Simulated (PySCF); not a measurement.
**CdO: from constants to spectrum**

UHF-CCSD(T) constants of CdO, ³Π (triplet), unpaired electrons σ ↑, π ↑ (Cd cc-pVDZ-PP with ECP28, O cc-pVDZ; scalar-relativistic core potentials (PySCF 2.14); masses 113.9034 and 15.9949 u):

```
ωe           : 413.9 cm⁻¹
ωexe         : 8.35 cm⁻¹
Be           : 0.27417 cm⁻¹
αe           : 0.00425 cm⁻¹
De to Cd + O : 0.390 eV
```

Task: What force constant and bond length do these constants imply?

Result: Reduced mass μred = 14.025 u; k = 5.8918×10⁻⁷·μred·ωe² (u, cm⁻¹, mdyn/Å) = 1.42 mdyn/Å; Re = √(16.8576/(μred·Be)) (u, cm⁻¹, Å) = 2.094 Å.

Task: Estimate the centrifugal constant D from the Kratzer relation and find the Dunham coefficient a1.

Result: D = 4Be³/ωe² = 4.81e-07 cm⁻¹; a1 = −1 − αeωe/(6Be²) = -4.90.

Correlated steps freeze 1 core orbital. The bond is weak. Basis-set superposition, not corrected here, can be much of De in a small basis, most of all at correlated wavefunction levels. Spin–orbit coupling is left out. The state was picked by a PBE0 search and need not be the measured ground state.
